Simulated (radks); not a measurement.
Task: Spherical quantum dot in the effective-mass picture: electrons in a parabolic well V = omega^2 r^2 / 2 with omega = 3.45, with a point charge +2 (a donor) at the centre, all in effective atomic units (hartree* = m*/eps^2 hartree, bohr* = eps/m* bohr), one dielectric constant everywhere. Method: non-relativistic Kohn-Sham, LDA (Slater exchange, Perdew-Wang correlation), spin-polarised, spherical densities; computed with a radial shooting solver with Libxc functionals. Levels are named by radial order and angular momentum (1s, 1p, 1d, 2s, ...), and open shells are averaged over m. Results are scaled to m* = 0.465 and eps = 12.4, for which hartree* = 82.29 meV and bohr* = 1.411 nm. At N = 31 the configuration is 1s2 1p6 1d10 2s2 1f(up 7, down 1) 2p(up 3, down 0). Does electron 32 go into 2p down or 3s up or 1f down?

Result: Into 1f down. The total energies of the other choices lie higher by 10.2 meV (2p down), 160 meV (3s up).
